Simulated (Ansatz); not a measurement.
Abridged output of a molecular run in Ansatz:

```
Functional definition: HF
1718 factors; integrals over basis functions are off by at most 9.5e-4 eV
mean field evaluation 1: about -30055.8921 eV, gradient 3.0e1 eV
mean field evaluation 2: about -30056.1573 eV, gradient 3.0e1 eV
mean field evaluation 4: about -30059.3866 eV, gradient 3.5e0 eV
mean field evaluation 8: about -30059.4547 eV, gradient 1.8e-1 eV
mean field evaluation 16: about -30059.4550 eV, gradient 2.2e-6 eV
mean field -30059.45498114 eV, -1104.6645955264 hartree, gradient 2.2e-6 eV, S^2 0.000000; 0 other end points of the search recorded, 0 dependent functions left out
17 core orbitals not correlated: weight in the atoms' cores, before any rotation towards them, 1.000 or more for the frozen orbitals, at most 0.000 for the correlated occupied ones
reference -30059.45498114 eV, -1104.6645955264 hartree; 15, 15 occupied and 268, 268 virtual orbitals, 1718 factors
second order -19.40960906 eV of doubles, -0.00000000 eV of singles
cycle   1  -20.91867377 eV  change    -1.5e0 eV  update   1.0e-1
cycle   2  -21.51340702 eV  change   -5.9e-1 eV  update   3.1e-2
cycle   3  -21.58318076 eV  change   -7.0e-2 eV  update   1.3e-2
cycle   4  -21.57440022 eV  change    8.8e-3 eV  update   4.3e-3
cycle   5  -21.57256433 eV  change    1.8e-3 eV  update   1.8e-3
cycle   6  -21.57251180 eV  change    5.3e-5 eV  update   6.6e-4
cycle   7  -21.57249461 eV  change    1.7e-5 eV  update   2.6e-4
cycle   8  -21.57256636 eV  change   -7.2e-5 eV  update   9.9e-5
cycle   9  -21.57258721 eV  change   -2.1e-5 eV  update   3.4e-5
perturbative correction -0.84385132 eV, -0.0310109640 hartree
Total energy: -30081.87141966 eV, -1105.4883844478 hartree
```

Its atoms:

```xyz
13

C     0.9491    1.3575    1.4143
B     1.2346    0.5406    0.1306
Si    0.4157   -1.2610   -0.2167
Si   -1.6137   -0.7830   -1.2924
Cl   -2.6514    0.6050   -0.1563
H     0.6803    0.7819    2.3012
H     0.0468    1.9354    1.1420
H     1.7125    2.0996    1.6589
H     1.8527    1.0472   -0.7650
H     1.1881   -2.1295   -1.1511
H     0.0810   -2.0457    1.0055
H    -2.4932   -1.9707   -1.4391
H    -1.4026   -0.1772   -2.6320
```

Problem. Which basis set was used?
A. def2-SVP
B. def2-SVPD
C. cc-pV(Q+d)Z
D. def2-TZVPP

Solution. D. It gives 300 functions.

Problem. Write the keys of the input that set method, charge and spin (a neutral closed shell needs none for the last two).

Solution. 
```yaml
correlation: {method: ccsd_t}
```
